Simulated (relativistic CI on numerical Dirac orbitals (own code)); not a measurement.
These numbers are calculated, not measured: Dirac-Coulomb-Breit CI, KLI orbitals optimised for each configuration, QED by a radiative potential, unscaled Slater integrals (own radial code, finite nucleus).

Configurations in the expansion (outside the closed core [Ar] 3d10): 4s2.4p6, 4s2.4p5.4d, 4s.4p6.4d, 4s2.4p5.4f, 4s.4p6.4f, 4s2.4p5.5s, 4p6.4d.4f, 4s2.4p5.5p, 4s.4p6.5s, 4s2.4p5.5d, 4s.4p6.5p, 4s2.4p5.5f, 4s2.4p5.5g, 4s.4p6.5d, 4p6.4f.5s, 4s2.4p5.6s, 4s.4p6.5f, 4s2.4p5.6p, 4s.4p6.5g, 4s2.4p5.6d, 4s2.4p5.6f, 4p6.4d2, 4p5.4d3, 4p5.4d2.4f, 4p5.4d2.5s, 4p5.4d2.5p, 4p6.4f2, 4p5.4d.4f2, 4p5.4f3, 4p5.4f2.5s, 4p5.4f2.5p, 4p6.4d.5s, 4p5.4d.4f.5s, 4p5.4d.5s2, 4p5.4d.5s.5p. Double excitations out of closed p, d and f shells are left out; levels of such configurations are missing from the list, as are those of other unlisted configurations, and high levels can miss mixing partners. These lack a partner that the ground configuration has and come out too high: 4s2.4p5.5d, 4s2.4p5.5f, 4s2.4p5.5g, 4s2.4p5.6s, 4s2.4p5.6p.

At this charge energies of transitions that change n are usually good to better than 1 %, and those within a shell (Δn = 0) to a few per cent.

Outline of the computed level scheme of Tm XXXIV. Lowest level of each configuration: 4s2.4p6 1S_0 at 0.000 eV; 4s2.4p5.4d 3P°_0 at 131.071 eV; 4s.4p6.4d 3D_1 at 290.458 eV; 4s2.4p5.4f 3G_4 at 318.959 eV; 4s.4p6.4f 3F°_2 at 480.541 eV; 4s2.4p5.5s 3P°_2 at 540.757 eV; 4s2.4p5.5p 3P_1 at 581.341 eV; 4p6.4d2 3F_2 at 600.978 eV.

Some strong electric-dipole decays among the lowest 45 levels: 4s2.4p5.5s 1P°_1 → 4s2.4p6 1S_0 (2.2e+12 s⁻¹); 4s2.4p5.4d 1P°_1 → 4s2.4p6 1S_0 (2.2e+12 s⁻¹); 4s2.4p5.5p 3D_2 → 4s2.4p5.4d 3F°_3 (1.3e+12 s⁻¹); 4s2.4p5.5p 3D_3 → 4s2.4p5.4d 3F°_4 (1.1e+12 s⁻¹); 4s2.4p5.5s 3P°_1 → 4s2.4p6 1S_0 (9.4e+11 s⁻¹); 4s2.4p5.5p 3P_1 → 4s2.4p5.4d 3P°_1 (7.3e+11 s⁻¹); 4s2.4p5.5p 3P_1 → 4s2.4p5.4d 3D°_2 (7.0e+11 s⁻¹); 4s2.4p5.4f 3D_1 → 4s2.4p5.4d 3P°_1 (5.2e+11 s⁻¹).

LS names give the leading component of a level, which can be under half, so a name can repeat, a term be missing and a line seem to break the LS rules.
